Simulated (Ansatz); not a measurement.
One change: `N=[C](N)[GaH2]` becomes `CC(=N)N`.

Ansatz, PBE0-D4/def2-TZVP geometries, multiplicity 1. Each molecule was computed in one conformer, which needn't be the lowest.

Scalar relativity is left out up to krypton.

```csv
property,`N=[C](N)[GaH2]`
HOMO–LUMO gap (PBE/def2-TZVPP) / eV,2.63
HOMO energy (PBE0/def2-TZVPP) / eV,-6.77
size of the dipole moment (PBE/def2-TZVPP) / D,2.17
HOMO energy (PBE/def2-TZVPP) / eV,-5.44
HOMO energy (ωB97M-V/def2-TZVPP) / eV,-9.05
HOMO energy (B3LYP/def2-TZVPP) / eV,-6.57
```

Problem. Give the same properties after the change, and the shifts. (Best estimate.)

Solution. The calculation gave: 
| property | `CC(=N)N` | shift |
| --- | --- | --- |
| HOMO–LUMO gap (PBE/def2-TZVPP) / eV | 5.48 | 2.85 |
| HOMO energy (PBE0/def2-TZVPP) / eV | -6.98 | -0.21 |
| size of the dipole moment (PBE/def2-TZVPP) / D | 3.30 | 1.13 |
| HOMO energy (PBE/def2-TZVPP) / eV | -5.67 | -0.23 |
| HOMO energy (ωB97M-V/def2-TZVPP) / eV | -9.28 | -0.23 |
| HOMO energy (B3LYP/def2-TZVPP) / eV | -6.76 | -0.19 |

With PBE0 the HOMO falls by 0.21 eV and the LUMO rises by 2.73 eV, so the gap widens by about 2.94 eV. PBE moves the HOMO by -0.23 eV and ωB97M-V by -0.23 eV. The zero-point energy changes by 66.0 kJ/mol with +3 modes. Dipoles are sizes alone; their direction can turn.

B3LYP here is the variant with VWN-RPA as its local correlation; programs differ in this.
